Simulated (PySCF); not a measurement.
## Unknown: peak-picked proton spectrum

Formula C4H9FO2. The spectrum was simulated from the full spin Hamiltonian at 90 MHz with 0.6 Hz Lorentzian lines, from shifts rounded to 0.01 ppm and J to 0.1 Hz, couplings under 1 Hz left out.

Maxima in Hz from TMS (height), grouped by integral:
1H: 502.9 (33)
1H: 440.3 (33)
7H: 337.2 (2), 334.4 (4), 331.2 (3), 330.3 (3), 327.4 (5), 326.4 (9), 324.2 (5), 323.4 (9), 320.4 (7), 319.0 (9), 317.7 (7), 316.3 (9), 306.9 (15), 305.6 (13), 303.3 (100), 299.7 (18), 298.8 (9), 295.8 (4), 295.2 (3), 291.8 (5), 288.8 (3)

PySCF 2.14.0 with density-fitted response routines calculation with shieldings: GIAO PBE0/pcSseg-1, couplings computed with B3LYP/pcJ-1 (spin–dipole term only in couplings to heteroatoms) and PBE0-D3(BJ)/def2-SVP geometry; one conformer, gas phase, fast rotation and ring inversion assumed for equivalent nuclei, non-relativistic.

Chemical shifts δ = σref − σ; ¹H (σ = 31.27 ppm) vs TMS, all at this level.

(1) Analyse the multiplets.

(2) What is the compound?

## Answers

(1) ¹H NMR (90 MHz, computed): δ 5.24 (d, J = 62.6 Hz, 2H), 3.61 (m, 2H), 3.37 (s, 3H), 3.33 (m, 2H). These are first-order names from the parameters used; overlap and second-order distortion can hide them in the list.

(2) SMILES COCCOCF.

Atom-mapped SMILES (the numbers label the heavy atoms): `[CH3:1][O:2][CH2:3][CH2:4][O:5][CH2:6][F:7]` (H(Xn): hydrogen on atom n).

δ 5.24: H(C6), hydrogen on an sp3 CH2 bonded to F and O, coupled to F7 (62.6 Hz). δ 3.61: H(C4), hydrogen on an sp3 CH2 bonded to O, coupled to H(C3) (8.4 Hz), F7 (3.0 Hz). δ 3.37: H(C1), hydrogen on a methyl carbon bonded to O. δ 3.33: H(C3), hydrogen on an sp3 CH2 bonded to O, coupled to H(C4) (8.4 Hz).

This is the structure that produced the data.

Multiplet labels drop couplings under 1 Hz and merge nearly equal ones. Unscaled 3J(H,H) at this level run about 10 % above measured values. Chain 3J(H,H) values assume equally populated staggered rotamers: (2 J gauche + J anti)/3.
